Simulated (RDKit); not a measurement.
RDKit input (UFF):

```python
from rdkit import Chem
from rdkit.Chem import AllChem, rdDetermineBonds

mol = Chem.MolFromXYZFile('mol.xyz')
rdDetermineBonds.DetermineBonds(mol, charge=0)
print('SMILES', Chem.MolToSmiles(Chem.RemoveHs(mol)))
ff = AllChem.UFFGetMoleculeForceField(mol)
e0 = ff.CalcEnergy()
flag = ff.Minimize(maxIts=5000, forceTol=1e-5)
print(f'energy {e0:.4f} -> {ff.CalcEnergy():.4f} kcal/mol, converged: {flag == 0}')
print(Chem.MolToXYZBlock(mol))
```
mol.xyz:
```
6

O      1.51950000    -0.19014600     0.06236800
C      0.32979900    -0.04127000     0.01353700
C     -1.00244100    -0.54943700    -0.04873700
C     -0.83702700     0.77962300    -0.02676500
H     -1.73981000    -1.33933800    -0.08892500
H     -1.35817500     1.72701100    -0.03823300
```

Output:

```
SMILES O=c1cc1
energy 12.4982 -> -0.1233 kcal/mol, converged: True
6

O      1.492598   -0.187221    0.063169
C      0.245549   -0.030894    0.010800
C     -1.023917   -0.566683   -0.049320
C     -0.853244    0.801772   -0.028533
H     -1.675789   -1.428643   -0.085942
H     -1.273351    1.798112   -0.036928
```

The geometry given is a B3LYP-D3(BJ)/def2-TZVP minimum.
